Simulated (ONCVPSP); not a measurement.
## zinc: excitation energies, all-electron against ONCV

ONCVPSP 4.0.1 input, shortened (lines: element, Z, core and valence counts, functional; n l f; lmax; l rc ep ncon nbas qcut; lloc lpopt rc5 dvloc0; l nproj debl; icmod fcfact rcfact), PBEsol, fully relativistic:

```
  Zn 30.00    3    3  -116133      upf
    1    0    2.00
    2    0    2.00
    2    1    6.00
    3    0    2.00
    3    1    6.00
    3    2   10.00
    2
    0    1.00    0.00    4    9   14.70
    1    0.75    0.00    5    9   12.20
    2    1.35    0.00    3    7    9.70
    4    4    0.70    0.00
    0    3    1.60
    1    2    2.50
    2    2    3.80
    0    0.00    0.00
```

Open shells are filled in proportion to 2j + 1.

In the s channel the program set the typed energies aside and used -5.502, 0.250, 1.850 Ha. In the p channel the program set the typed energies aside and used -3.789, 0.250 Ha (j = l + 1/2; the other j can differ).

Energies are relative to the spin-unpolarised reference configuration 3s2 3p6 3d10; without spin polarisation the order of configurations can differ from experiment.

| valence configuration | charge | ΔE all-electron (eV) | error AE − PS (meV) |
| --- | --- | --- | --- |
| 3s2 3p6 3d10 4s2 | 0 | -28.250 | +16 |
| 3s2 3p6 3d9 | +3 | 40.509 | +103 |
| 3s2 3p6 3d10 4s1.5 | +0.5 | -24.300 | +11 |

(1) What are ΔE and the potential's error for 3s2 3p6 3d10 4s1?

Answers

(1) ΔE = -18.349 eV all-electron; the error (AE − PS) is +5.3 meV.
